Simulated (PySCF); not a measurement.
PySCF 2.14 calculation with geometry: GFN2-xTB and shielding tensors at PBE0/pcSseg-1 (GIAO); no solvent, no relativistic terms, rapidly exchanging positions averaged, one conformer.

Scale: 1H (σref 31.72) and 13C (σref 186.93) vs TMS (reference shieldings calculated alike). Shifts are as computed. Against solution values, carbons near 30 ppm lie about +3 ppm off and those near 130 ppm about +5 ppm. Of 1211 compounds with measured shifts, 218 miss one by over three times the rms of a fit or turn the order of signals round; such compounds aren't used in these exercises. OH and NH positions are gas-phase values without hydrogen bonding to other molecules.

Question: Order these molecules by the shift of their most deshielded carbon, lowest δ first.
A. N[Si]1(N)CC[C@H]1N[SiH3]
B. [H]/N=C\C1CCC1
C. Cc1cccc(C#N)c1
D. FCC(F)(F)C(F)(F)F

Answer: A (56.9 ppm, sp3 CH bonded to N and Si), D (128.3 ppm, CF3 carbon), C (145.0 ppm, substituted aromatic carbon), B (181.1 ppm, C=N carbon).

Question: Order these molecules by the shift of their most shielded carbon, lowest δ first.
A. Cc1ccccc1C#N
B. [H]/N=C\C1CCC1
C. FCC(F)(F)C(F)(F)F

Answer: B (17.3 ppm, sp3 CH2 in a ring), A (24.1 ppm, methyl carbon on an aromatic ring), C (85.5 ppm, sp3 CH2 bonded to F).

Question: How many 13C and 1H signals does each give (equivalence by symmetry and fast rotation, but not about amide C–N or C=N bonds)? `Cc1cccc(C#N)c1`, `N[Si]1(N)CC[C@H]1N[SiH3]`, `FCC(F)(F)C(F)(F)F`, `[H]/N=C\C1CCC1`, `Cc1ccccc1C#N`

Answer: Cc1cccc(C#N)c1: 8 C, 5 H; N[Si]1(N)CC[C@H]1N[SiH3]: 3 C, 9 H; FCC(F)(F)C(F)(F)F: 3 C, 1 H; [H]/N=C\C1CCC1: 4 C, 7 H; Cc1ccccc1C#N: 8 C, 5 H.
